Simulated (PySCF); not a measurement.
# Reading the logs of faulty runs: AlGeH3O2

Calculated results; nothing here was measured. They come from PySCF 2.14.0, an open-source quantum chemistry program, on an isolated molecule that a program drew, which may never have been made. The molecule is AlGeH3O2 (charge 0, singlet), drawn as the SMILES string `[OH][Al]([OH])[GeH]`.

Each row is a Hartree-Fock (HF) and frozen-core CCSD(T) single point in the cc-pV(D+d)Z basis, meant for a local HF minimum. Run 1 is clean. Each other run has one planted mistake out of seven kinds, and not every kind appears here: one electron removed, one electron added, multiplicity raised by two, geometry at a saddle point, minimal basis STO-3G, one bond length entered in bohr, all coordinates scaled. The reference is restricted for singlets and unrestricted otherwise, and also for a bond in bohr. Adding or removing an electron swaps singlet and doublet. Electrons count all cores. HOMO and LUMO are orbital energies over both spins, the gradient is its largest component, and the lowest frequency (negative if imaginary) is given only where the gradient is small. Bond lengths are over the 6 bonds as drawn. T1 is the CCSD diagnostic: over 0.02 (restricted) or 0.045 (unrestricted) a single reference is doubtful. Germanium has the cc-pVDZ-PP basis, with a core potential (ECP10MDF) in place of its 10 inner electrons, and its 3s, 3p and 3d shells are frozen in CCSD(T).

Geometry of the clean run:
```xyz
7
AlGeH3O2, angstrom
O     1.4079   -1.2792    2.3377
Al    0.0977   -1.6946    1.3519
O    -0.1981   -0.9367   -0.1310
Ge   -1.4414   -3.5880    2.0905
H     2.0879   -0.6330    2.2531
H     0.2398   -0.2386   -0.5870
H    -2.3793   -2.5529    2.8444
```

```
run  electrons  basis functions  <S^2>  HOMO (eV)  LUMO (eV)  gradient (hartree/bohr)  lowest frequency (cm^-1)  mean bond (Å)  longest bond (Å)      T1  HF (hartree)  CCSD(T) (hartree)                          mistake
  1         64               89  0.000      -8.21       0.21                  4.1e-05                        98         1.5672             2.549  0.0152    -686.86722         -687.41950                         no fault
  2         64               89  1.334      -6.96       0.48                  1.5e-02                         -         1.8180             3.196  0.0475    -686.73295         -687.25224  one bond length entered in bohr
  3         63               89  0.772     -16.61      -6.65                  4.7e-02                         -         1.5672             2.549  0.0176    -686.59568         -687.12033             one electron removed
  4         64               89  0.000      -8.36       0.05                  3.5e-02                         -         1.6424             2.672  0.0166    -686.85349         -687.41359           all coordinates scaled
  5         64               89  2.020      -7.69      -0.11                  2.9e-02                         -         1.5672             2.549  0.0169    -686.85118         -687.38752                                ?
  6         65               89  0.762      -1.22       7.25                  3.1e-02                         -         1.5672             2.549  0.0160    -686.88434         -687.44895                                ?
```

**Which mistake was planted in run 5, and what did it cost?**

Electrons, basis and geometry are unchanged, and <S^2> is 2.020, beside S(S+1) = 2.00 for a multiplicity of 3. So the mistake is: multiplicity raised by two. Subtracting run 1 and multiplying by 627.51 kcal/mol a hartree, the energy moved by 10.1 kcal/mol in HF and 20.1 kcal/mol in CCSD(T).

**Which mistake was planted in run 6, and what did it cost?**

It counts 65 electrons, one more than the clean run, at the same geometry and basis. So the mistake is: one electron added. Subtracting run 1 and multiplying by 627.51 kcal/mol a hartree, the energy moved by -10.7 kcal/mol in HF and -18.5 kcal/mol in CCSD(T).

Cautions from the logs. Run 2: T1 is over the limit, so its CCSD(T) energy is less reliable.
